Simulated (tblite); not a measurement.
Species: C6H4FO (doublet state).
Bonds: O1–C2, C2–C3 (aromatic), C3–C4 (aromatic), C4–C5 (aromatic), C5–C6 (aromatic), C6–F7, C6–C8 (aromatic), C2–C8 (aromatic). Hydrogens: H9 on O1; H10 on C3; H11 on C5; H12 on C8.
Bond orders are those of one Lewis drawing.

Computed with GFN2-xTB (tblite), gas phase: L-BFGS steps from a force-field or distance-geometry start until the largest atomic force falls under 0.01 eV/Å.

Step 0: E = -641.4080 eV
```
atom  x, y, z in Å  |  force x, y, z in eV/Å
O1     -2.1703    0.9046   -0.2996   -0.463  -0.322  -0.063
C2     -0.9722    0.3098   -0.1397    0.590  -0.005   0.199
C3     -0.8401   -1.0847   -0.0613    0.191  -0.794  -0.023
C4      0.4094   -1.6481    0.1003    0.074   1.937   0.042
C5      1.5383   -0.8497    0.2232   -0.270  -0.960  -0.121
C6      1.3949    0.5332    0.1453   -0.267  -0.212   0.033
F7      2.4874    1.3133    0.2471   -0.007  -0.091   0.011
C8      0.1586    1.1258   -0.0203   -0.202  -0.298  -0.101
H9     -2.8617    0.2203   -0.3556    0.180   0.321   0.007
H10    -1.7188   -1.7315   -0.1410    0.218   0.324   0.003
H11     2.5176   -1.2911    0.3490   -0.031   0.127   0.011
H12     0.0581    2.1974   -0.0736   -0.013  -0.026   0.001
```

**Question.** Estimate the geometry and energy of step 1. (The exact step hangs on the optimiser's Hessian estimate; all steps are aligned on step 0, rigid shifts and turns removed.)

**Answer.** E = -641.4584 eV, largest force 0.556 eV/Å
```
atom  x, y, z in Å  |  force x, y, z in eV/Å
O1     -2.1769    0.9000   -0.3005    0.261  -0.029   0.018
C2     -0.9638    0.3097   -0.1369   -0.252  -0.385   0.079
C3     -0.8373   -1.0960   -0.0616   -0.140   0.205  -0.077
C4      0.4105   -1.6204    0.1009   -0.174   0.527   0.032
C5      1.5344   -0.8634    0.2214    0.408   0.257  -0.050
C6      1.3911    0.5302    0.1458    0.007  -0.361   0.054
F7      2.4873    1.3120    0.2473   -0.125  -0.174   0.001
C8      0.1557    1.1215   -0.0217    0.105   0.036  -0.048
H9     -2.8591    0.2249   -0.3555   -0.155  -0.075  -0.018
H10    -1.7157   -1.7269   -0.1409    0.063   0.110  -0.009
H11     2.5172   -1.2892    0.3491    0.013   0.022   0.014
H12     0.0579    2.1970   -0.0735   -0.010  -0.134   0.003
```

The energy changes by -0.0504 eV. The first-order estimate −F·Δx gives -0.0960 eV and the mean of the old and new forces, exact on a quadratic surface, -0.0501 eV. The step makes an angle of 0° with the force vector and moves no atom by more than 0.028 Å.

The cost below is that of the whole relaxation. Time: under 0.1 s of wall time. Hardware: one thread, Arm Neoverse V1 (aarch64) (shared host).
